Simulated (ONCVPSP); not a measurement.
Mn (Z = 25): excitation energies, all-electron against ONCV

- Element: Mn
- Generator: ONCVPSP 4.0.1
- Type: optimised norm-conserving Vanderbilt (ONCV)
- Functional: PBEsol
- Relativity: scalar-relativistic
- Frozen core: [Ne]
- Valence charge: 15
- Reference configuration: 3s2 3p6 3d4 (charge +3)
- Partial waves: 3s: rc 0.85 bohr, ncon 3, nbas 7, qcut 9.6 1/bohr, 1 projector; 3p: rc 1.10 bohr, ncon 4, nbas 8, qcut 13.4 1/bohr, 2 projectors, debl 3.7 Ha; 3d: rc 1.25 bohr, ncon 3, nbas 8, qcut 14.9 1/bohr, 1 projector; f scattering state at 0.26 Ha: rc 1.00 bohr, ncon 4, nbas 7, qcut 11.9 1/bohr, 1 projector
- Local potential: polynomial inside 0.70 bohr (lpopt 2, dvloc0 4 Ha)
- Core correction: Teter function, fcfact 4.75, rcfact 1.35

Energies are relative to the spin-unpolarised reference configuration 3s2 3p6 3d4; without spin polarisation the order of configurations can differ from experiment.

Question: Give the all-electron excitation energy and the error of the potential for: 3s2 3p6 3d5 4s2; 3s2 3p6 3d5 4s1; 3s2 3p6 3d5; 3s2 3p6 3d6 4s1.

Answer:

```json
{"valence configuration": "3s2 3p6 3d5 4s2", "charge": "0", "ΔE all-electron (eV)": "-56.425", "error AE − PS (meV)": "+150"}
{"valence configuration": "3s2 3p6 3d5 4s1", "charge": "+1", "ΔE all-electron (eV)": "-47.992", "error AE − PS (meV)": "+102"}
{"valence configuration": "3s2 3p6 3d5", "charge": "+2", "ΔE all-electron (eV)": "-32.480", "error AE − PS (meV)": "+7.4"}
{"valence configuration": "3s2 3p6 3d6 4s1", "charge": "0", "ΔE all-electron (eV)": "-56.791", "error AE − PS (meV)": "+59"}
```

Levels in the configuration 3s2 3p6 3d6 4s1:

```
level  all-electron (eV)  pseudo (eV)
   3s            -81.380      -81.302
   3p            -50.359      -50.278
   3d             -3.392       -3.358
   4s             -4.141       -4.175
```
